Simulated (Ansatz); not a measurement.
```xyz
11

B     1.707    0.260    0.322
C     0.287    0.823    0.154
Cl    0.132    2.277   -0.894
B    -0.558   -0.325   -0.573
N    -1.574   -0.983    0.098
H     2.598    0.543   -0.419
H     1.880   -0.548    1.190
H    -0.188    1.064    1.109
H    -0.314   -0.625   -1.703
H    -2.128   -1.704   -0.333
H    -1.840   -0.783    1.048
```

Total charge 0; spin multiplicity 1.

Question: List the ωB97M-V/def2-TZVPP orbital energies in eV (Ansatz). (An estimate is asked.)

Answer: Ansatz gave: Occupied: -2771.57, -395.06, -282.11, -261.93, -199.46, -199.25, -199.24, -188.02, -188.00, -27.54, -26.19, -21.58, -17.61, -17.33, -16.36, -15.16, -13.79, -13.04, -12.12, -11.70, -11.36, -10.52, -10.07. Lowest empty: 0.19, 1.93, 2.54, 2.63, 3.17, 3.42, 3.89, 4.29.
